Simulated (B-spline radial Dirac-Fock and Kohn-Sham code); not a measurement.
# Relativistic shifts of the levels of Pt⁵¹⁺

System: the Pt⁵¹⁺ ion, configuration [Ar] 3d9.

Both columns are ΔSCF binding energies of the configuration average from a radial B-spline solver: non-relativistic Hartree-Fock with a point nucleus, and Dirac-Fock with a finite nucleus and the Coulomb interaction alone, averaged over the two j levels with weights 2j+1.

```
shell  Hartree-Fock (eV)  Dirac-Fock (eV)  shift (eV)  shift (%)
   1s            74553.0          81777.4    +7224.46      +9.69
   2s            14860.1          16834.2    +1974.09     +13.28
   2p            14382.3          15075.8     +693.48      +4.82
   3s             5467.0           6009.8     +542.79      +9.93
   3p             5250.0           5477.5     +227.42      +4.33
   3d             4870.7           4885.9      +15.18      +0.31
```

Relativity binds 1s, 2s, 2p, 3s, 3p, 3d more strongly, among those listed most of all 2s in relative terms.

Values without a named source are computed, but for edge energies of neutral atoms, which are taken from tables.
